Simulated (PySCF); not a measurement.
# Computed structure and properties of [HfCl2]2+

System: [HfCl2]2+ (singlet); start: template (C2v). Method: PySCF 2.14.0, RKS PBE0, Hf def2-SVP with ECP60, Cl def2-SVP; non-relativistic Hamiltonian with scalar-relativistic core potentials where named; density fitting; no spin-orbit coupling.

Input of the relaxation:

```python
mol = gto.M(atom='''
Hf     0.00000     0.00000    -0.27006
Cl     2.15610    -0.00000     0.69484
Cl    -2.15610     0.00000     0.69484''',
    basis={'Hf': 'def2-SVP', 'Cl': 'def2-SVP'},
    ecp={'Hf': 'def2-SVP'},
    charge=2, spin=0)
mf = dft.RKS(mol, xc='PBE0')
mf.grids.atom_grid = (50, 194)
mf = mf.density_fit()  # fitting sets: Hf def2-universal-JKFIT, Cl def2-universal-JKFIT
mf.conv_tol = 1e-08; mf.max_cycle = 55
mf.kernel(dm0)  # dm0: converged density of the start geometry
# quasi-Newton relaxation in Cartesian coordinates to a largest gradient under 0.00045 Eh/bohr, steps kept in the point group
```

Run from Python with OMP_NUM_THREADS=2; the lines above give its settings. Where DIIS fails, smearing, a level shift and second-order steps follow.
It took 16 s on 2 threads of Intel(R) Xeon(R) Platinum 8259CL CPU @ 2.50GHz (Skylake/Cascade Lake), on a shared host, from the converged density of the start.

Course of the relaxation:

```csv
step,energy above end (eV),largest force component within the symmetry (eV/Å)
0,0.8476,2.604
1,0.3712,1.038
2,0.1159,0.742
3,0.0148,0.813
4,0.0009,0.043
5,0.0000,0.010
6,0.0000,0.000
```

Relaxed geometry (C2v):

```xyz
3

Hf    0.0000    0.0000   -0.5483
Cl    1.7143    0.0000    0.8340
Cl   -1.7143    0.0000    0.8340
```

| contact | Å |
| --- | --- |
| Hf1–Cl2 (Cl) | 2.202 |
| Hf1–Cl3 (Cl) | 2.202 |

On the finer grid (75, 302):

```
HOMO                                                          : -20.70 eV
LUMO                                                          : -15.68 eV
Dipole about the centre of mass                               : 3.81 D
Set of Mulliken populations of Hf1 outside the core potential : s 2.30, p 6.15, d 1.84, f 0.11
D3(BJ) dispersion energy (not in the energies)                : -0.087 eV
```

```tsv
atom	Mulliken (e)	Löwdin (e)	spin (e)
Hf1	1.60	0.87	0.00
Cl2	0.20	0.57	0.00
Cl3	0.20	0.57	0.00
```

On the grid (50, 194), as all that follows. Harmonic modes: a minimum; lowest 144 cm⁻¹ (negative: unstable), highest 488 cm⁻¹, zero-point energy 0.069 eV.

Taking off one Cl (charge -1, singlet; the rest: singlet) in vacuum, both parts rigid, costs 23.91 eV; the small basis without counterpoise inflates it. Most of it is the attraction of opposite charges; other ways to part are cheaper, and one spin state was tried for the rest.

Rigid scan of Cl along the line from its metal:

```csv
distance to Cl2 (Å),energy (eV)
1.90,1.794
2.00,0.683
2.10,0.147
2.20,0.000
2.30,0.110
2.40,0.386
2.60,1.192
```

One start shape was tried, so this needn't be the lowest isomer.
